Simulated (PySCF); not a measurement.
# `CO[SiH2][GeH2][O][GeH3]`, CH10Ge2O2Si

Molfile (atoms numbered from 1):
```
CH10Ge2O2Si
     RDKit          3D

 16 15  0  0  0  0  0  0  0  0999 V2000
    3.2116   -0.2887    0.2529 C   0  0  0  0  0  0  0  0  0  0  0  0
    2.2648    0.1718   -0.6599 O   0  0  0  0  0  0  0  0  0  0  0  0
    0.7371    0.6357   -0.4072 Si  0  0  0  0  0  4  0  0  0  0  0  0
   -0.4925   -1.0307    0.7121 Ge  0  0  0  0  0  4  0  0  0  0  0  0
   -2.1371   -0.4046    0.9665 O   0  0  0  0  0  0  0  0  0  0  0  0
   -3.2864    0.6158    0.1820 Ge  0  0  0  0  0  4  0  0  0  0  0  0
    4.0489   -0.7057   -0.3075 H   0  0  0  0  0  0  0  0  0  0  0  0
    3.5717    0.5321    0.8772 H   0  0  0  0  0  0  0  0  0  0  0  0
    2.7878   -1.0652    0.8985 H   0  0  0  0  0  0  0  0  0  0  0  0
    0.6632    1.8834    0.3734 H   0  0  0  0  0  0  0  0  0  0  0  0
    0.3288    0.8256   -1.7947 H   0  0  0  0  0  0  0  0  0  0  0  0
   -0.7341   -2.3826    0.0363 H   0  0  0  0  0  0  0  0  0  0  0  0
   -0.1758   -1.4327    2.1530 H   0  0  0  0  0  0  0  0  0  0  0  0
   -4.3394    0.8247    1.2250 H   0  0  0  0  0  0  0  0  0  0  0  0
   -2.6244    1.9083   -0.2178 H   0  0  0  0  0  0  0  0  0  0  0  0
   -3.8318   -0.0783   -1.0337 H   0  0  0  0  0  0  0  0  0  0  0  0
  1  2  1  0
  2  3  1  0
  3  4  1  0
  4  5  1  0
  5  6  1  0
  1  7  1  0
  1  8  1  0
  1  9  1  0
  3 10  1  0
  3 11  1  0
  4 12  1  0
  4 13  1  0
  6 14  1  0
  6 15  1  0
  6 16  1  0
M  END
```

Computed with PySCF, GIAO KT3/pcSseg-1 magnetisability, rotational g tensor and spin-rotation constants, non-relativistic, gas phase. Geometry: GFN2-xTB.

The calculation is non-relativistic, which matters for the atoms heavier than Zn.

Give the nuclear spin-rotation constants along the inertial axes (H = +C I·J) beside the isotropic shieldings.

Rotational constants 2.7939, 0.4972, 0.4333 GHz. A star marks the isotopologue with that one atom substituted, in its own axes.
```tsv
atom	isotope	Caa (kHz)	Cbb (kHz)	Ccc (kHz)	mean (kHz)	σ (ppm)
H7	1H	0.034	-0.052	-0.024	-0.014	27.8
H8	1H	-0.253	-0.043	0.011	-0.095	28.0
H9	1H	-0.213	0.015	-0.049	-0.083	28.4
H10	1H	-0.236	-0.029	0.013	-0.084	26.1
H11	1H	-0.246	-0.014	0.000	-0.087	26.3
H12	1H	-0.246	-0.019	0.005	-0.087	26.1
H13	1H	-0.239	-0.003	-0.009	-0.084	26.0
H14	1H	-0.033	-0.038	-0.018	-0.030	27.0
H15	1H	-0.180	0.006	-0.034	-0.069	27.0
H16	1H	-0.211	-0.046	0.017	-0.080	26.9
C1	13C*	0.538	0.098	0.092	0.243	128.8
O2	17O*	-0.304	-0.016	-0.009	-0.110	331.9
Si3	29Si*	-1.354	-0.310	-0.279	-0.648	391.3
Ge4	73Ge*	-0.670	-0.157	-0.136	-0.321	1402.7
O5	17O*	-0.295	-0.010	0.014	-0.097	360.8
Ge6	73Ge*	-0.763	-0.141	-0.137	-0.347	1401.9
```
For the geometry as given, no vibrational averaging.

How do the rotational constants and the g tensor change when H7, H8, H9, H10, H11, H12, H13, H14, H15, H16 are replaced by deuterium?

Constants 2.3961, 0.4534, 0.3971 GHz; g -0.0322, -0.0077, -0.0082, against -0.0375, -0.0084, -0.0089 before.
